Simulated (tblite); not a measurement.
CHO$_{2}$ (SMILES O=C=[OH+]), charge +1, singlet, at a GFN2-xTB geometry; GFN1-xTB (tblite).

Here is a job for tblite.
```
$ tblite run mol.xyz --method gfn1 --charge 1 --spin 0 --json tblite.json --no-restart

# file mol.xyz
4

C     -0.00695796     0.00985104    -0.11037218
O     -0.02341240    -0.02147629     1.07634088
O      0.09771270    -0.03387449    -1.21876599
H     -0.55265466     0.38369998     1.80163397
```

What the program printed (banner, timings and long lists left out):

```
xTB calculator
 | screened Coulomb repulsion
 | Coulomb electrostatics
 |  * isotropic Klopman-Ohno-Mataga-Nishimoto electrostatics
 |  * onsite third-order electrostatics
 | DFT-D3(BJ) dispersion correction

halogen bonding energy    0.0000000000000E+00 Eh
repulsion energy          1.4277375430845E-01 Eh
dispersion energy        -5.0433768507562E-04 Eh
number of electrons       1.6000000000000E+01 e
integral cutoff           1.9731147476801E+01 bohr

------------------------------------------------------------
  cycle        total energy    energy error   density error
------------------------------------------------------------
      1     -11.02152663078  -1.1163796E+01   8.2023713E-01
      2     -11.44406182400  -4.2253519E-01   3.8951748E-01
      3     -11.47637472178  -3.2312898E-02   2.0624098E-01
      4     -11.47795286024  -1.5781385E-03   8.8391118E-02
      5     -11.48345667664  -5.5038164E-03   7.6318090E-03
      6     -11.48346930372  -1.2627077E-05   1.5311163E-03
      7     -11.48347151346  -2.2097415E-06   8.7127545E-05
      8     -11.48347148765   2.5807228E-08   1.9057773E-04
      9     -11.48347152182  -3.4168378E-08   6.6698089E-06
------------------------------------------------------------

electronic energy        -1.1625740938446E+01 Eh
total energy             -1.1483471521822E+01 Eh

Post processing:
 | Mayer-Wiberg bond orders

[Info] JSON dump of results written to 'tblite.json'
```
